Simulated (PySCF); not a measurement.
A PySCF script (with the pyscf-properties extension) for the NMR shieldings of `CC#C[Si@@H]1NC[C@@H](CF)N1`, C₆H₁₁FN₂Si, on a GFN2-xTB geometry:

```python
import basis_set_exchange as bse
import numpy as np
from pyscf import gto, dft
from pyscf.prop import nmr

atoms = """
C     4.514949   -0.441337   -0.792454
C     3.193816    0.000901   -0.402304
C     2.092147    0.352409   -0.065416
Si    0.414326    0.972731    0.396709
N    -0.240799   -0.076313    1.597705
C    -1.630008   -0.365146    1.331286
C    -1.785909   -0.369957   -0.195073
C    -3.227051   -0.076218   -0.617457
F    -3.662742    1.122890   -0.113927
N    -0.871552    0.623955   -0.691959
H     5.103485   -0.682025    0.092610
H     4.441765   -1.329194   -1.420227
H     5.022323    0.344922   -1.351183
H     0.431215    2.417190    0.649769
H    -0.023315   -0.003267    2.577108
H    -2.295946    0.397490    1.757400
H    -1.906638   -1.338302    1.750986
H    -1.542343   -1.373384   -0.587168
H    -3.309058   -0.005974   -1.707079
H    -3.907688   -0.845300   -0.236946
H    -0.819896    0.690873   -1.692997
"""
names = dict.fromkeys(["C", "Si", "N", "F", "H"], "pcSseg-1")
basis = {el: gto.basis.parse(bse.get_basis(n, elements=[el], fmt="nwchem")) for el, n in names.items()}
mol = gto.M(atom=atoms, basis=basis, charge=0, verbose=0)
mf = dft.RKS(mol, xc="PBE0")
mf.grids.level = 2
mf.grids.alignment = dft.numint.BLKSIZE   # the property module wants whole blocks of grid points
mf.conv_tol = 1e-9
mf.kernel()

calc = nmr.RKS(mf)   # GIAO
C = mf.mo_coeff
Co = C[:, mf.mo_occ > 0]
resp = mf.gen_response(singlet=True, hermi=2)
def vind(x):   # induced exchange potential for any number of trial vectors
    d = np.einsum("pi,xij,qj->xpq", C, 2 * x.reshape(-1, C.shape[1], Co.shape[1]), Co, optimize=True)
    return np.einsum("xpq,pi,qj->xij", resp(d - d.transpose(0, 2, 1)), C, Co, optimize=True).ravel()
mo1, _ = nmr.rhf.solve_mo1(calc, with_cphf=vind)
sigma = calc.kernel(mo1)
for i, s in enumerate(sigma):   # ppm
    w = np.linalg.eigvalsh((s + s.T) / 2)
    print("%2d %-2s iso %8.1f  s11 %8.1f  s22 %8.1f  s33 %8.1f" % (i, mol.atom_pure_symbol(i), w.mean(), *w))
```

Problem. What does it print?

Solution. 
```
 0 C  iso    181.2  s11    172.7  s22    173.3  s33    197.6
 1 C  iso     78.8  s11    -18.9  s22     -6.9  s33    262.1
 2 C  iso     98.1  s11      8.9  s22     13.7  s33    271.8
 3 Si iso    390.5  s11    370.0  s22    378.0  s33    423.5
 4 N  iso    237.9  s11    189.5  s22    240.9  s33    283.5
 5 C  iso    140.3  s11    116.6  s22    136.5  s33    167.8
 6 C  iso    127.9  s11    115.7  s22    126.4  s33    141.6
 7 C  iso    100.0  s11     68.6  s22     86.7  s33    144.6
 8 F  iso    435.5  s11    405.2  s22    435.9  s33    465.4
 9 N  iso    228.0  s11    178.8  s22    228.0  s33    277.1
10 H  iso     29.7  s11     24.6  s22     28.0  s33     36.4
11 H  iso     29.7  s11     24.6  s22     28.2  s33     36.4
12 H  iso     29.7  s11     24.6  s22     28.0  s33     36.5
13 H  iso     26.5  s11     22.0  s22     24.9  s33     32.5
14 H  iso     31.5  s11     22.5  s22     28.9  s33     43.2
15 H  iso     28.2  s11     22.6  s22     27.2  s33     34.7
16 H  iso     28.4  s11     23.3  s22     27.1  s33     34.9
17 H  iso     28.0  s11     23.4  s22     26.3  s33     34.4
18 H  iso     27.0  s11     22.6  s22     27.0  s33     31.5
19 H  iso     27.3  s11     23.1  s22     26.8  s33     31.8
20 H  iso     31.7  s11     23.4  s22     29.1  s33     42.5
```

These numbers come from an equivalent density-fitted implementation of the same equations, which agrees with the script to about 0.01 ppm for H and up to a few tenths of a ppm for heavy atoms, so last digits may differ.

Size and cost of the density-fitted run: 232 basis functions, 110 s wall time on 1 thread of an Arm Neoverse N1, shared host; peak memory 1.1 GiB.
